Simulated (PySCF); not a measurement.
BGeH6N.
SMILES: `[NH]([GeH3])B`

The calculation used PBE0-D3(BJ)/def2-SVP geometry optimisation, gas phase (PySCF).

Take the most abundant isotopes and a rigid rotor. 

Question: Give the principal moments of inertia and the rotational constants in GHz.

Answer: Ia = 15.70, Ib = 129.17, Ic = 138.52 u·Å²; 505379 MHz·u·Å²/I gives 32188, 3912 and 3648 MHz, that is A = 32.188, B = 3.9125, C = 3.6484 GHz.

Question: Classify the top.

Answer: A near-prolate asymmetric top. Ray's parameter κ = (2B − A − C)/(A − C) = -0.981; −1 is the prolate and +1 the oblate limit.

Question: What does the inertial defect say?

Answer: Not planar: Δ = Ic − Ia − Ib = -6.35 u·Å². For a rigid frame Δ = −2 Σ m c², so Σ m c² = 3.18 u·Å² lies off the ab plane, practically all of it from hydrogen. The atom farthest from that plane is 1.31 Å away.

Question: Give the other two planar moments, Paa and Pbb, and the rms extents of the mass along the axes.

Answer: Paa = Σ m a² = (Ib + Ic − Ia)/2 = 126.00 and Pbb = Σ m b² = (Ia + Ic − Ib)/2 = 12.53 u·Å². With the mass M = 104.98 u, the rms extents √(P/M) along a, b and c are 1.10, 0.35, 0.17 Å.

Question: Where do the levels up to J = 2 lie, in MHz?

Answer: Above 0(0,0):
J = 1: 1(0,1) 7561, 1(1,1) 35836, 1(1,0) 36100
J = 2: 2(0,2) 22681, 2(1,2) 50694, 2(1,1) 51486, 2(2,1) 136311, 2(2,0) 136313
The levels of one J sum to (2J + 1)J(J + 1)(A + B + C)/3.

Question: Predict some low-J microwave lines.

Answer: The dipole components are |μa| = 1.47 D, |μb| = 1.18 D, |μc| = 0.00 D. Intensities carry the squares of the components, which stand as 1.00 : 0.64 : 0.00 (a : b : c). Some lines, for components of 0.1 D or more:

```
type  branch         J(Ka,Kc)     MHz  lower level (cm⁻¹)
   a       Q  2(1,1) ← 2(1,2)     792               1.691
   a       R  1(0,1) ← 0(0,0)    7561               0.000
   a       R  2(1,2) ← 1(1,1)   14858               1.195
   a       R  2(0,2) ← 1(0,1)   15120               0.252
   a       R  2(1,1) ← 1(1,0)   15386               1.204
   b       Q  1(1,0) ← 1(0,1)   28539               0.252
   b       Q  2(1,1) ← 2(0,2)   28805               0.757
   b       R  1(1,1) ← 0(0,0)   35836               0.000
   b       R  2(1,2) ← 1(0,1)   43133               0.252
   b       Q  2(2,0) ← 2(1,1)   84827               1.717
   b       Q  2(2,1) ← 2(1,2)   85618               1.691
   b       R  2(2,1) ← 1(1,0)  100211               1.204
   b       R  2(2,0) ← 1(1,1)  100477               1.195
```

No PBE0-D3(BJ)/def2-SVP frequencies stand behind this structure, so it isn't proved a minimum. Zero-point vibration and centrifugal distortion are left out. A rigid rotor knows nothing of internal rotation, which can split or shift real lines. Quadrupole hyperfine structure (11B, 14N) is left out.

The run took 9.6 s wall on an AMD EPYC 9B45 with one thread, shared host with 96 logical CPUs at a one-minute load of 22, and the process peaked at 0.38 GiB of memory. That covers the optimisation of the geometry.
